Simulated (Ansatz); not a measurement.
Mulliken charges of `[NH2][Y]([F])[F]` from PBE/def2-TZVPP in Ansatz (PBE0-D4/def2-TZVP geometry).

```json
{"atom": "N1", "x (Å)": "-0.194", "y (Å)": "1.140", "z (Å)": "-0.154", "charge (e)": "-0.521"}
{"atom": "Y2", "x (Å)": "0.169", "y (Å)": "-0.944", "z (Å)": "0.112", "charge (e)": "1.162"}
{"atom": "F3", "x (Å)": "-1.103", "y (Å)": "-2.239", "z (Å)": "-0.742", "charge (e)": "-0.446"}
{"atom": "F4", "x (Å)": "1.765", "y (Å)": "-1.491", "z (Å)": "1.198", "charge (e)": "-0.446"}
{"atom": "H5", "x (Å)": "0.358", "y (Å)": "1.906", "z (Å)": "0.214", "charge (e)": "0.125"}
{"atom": "H6", "x (Å)": "-0.954", "y (Å)": "1.564", "z (Å)": "-0.674", "charge (e)": "0.125"}
```

Question: By hand: the dipole of these point charges (1 e Å = 4.8032 D).

Answer: Σ q r = (-0.072, 0.406, -0.050) e Å, of length 0.415 e Å = 1.99 D.

Question: How does the dipole of the full density compare? (Estimate.)

Answer: Computed: (-0.073, 0.410, -0.051) e Å, 2.02 D; the point charges give 0.99 times that, at 0° from its direction.

Point charges leave out the atoms' own dipoles, such as those of lone pairs, and Mulliken's split depends on the basis, so the close match here is no proof of good charges.
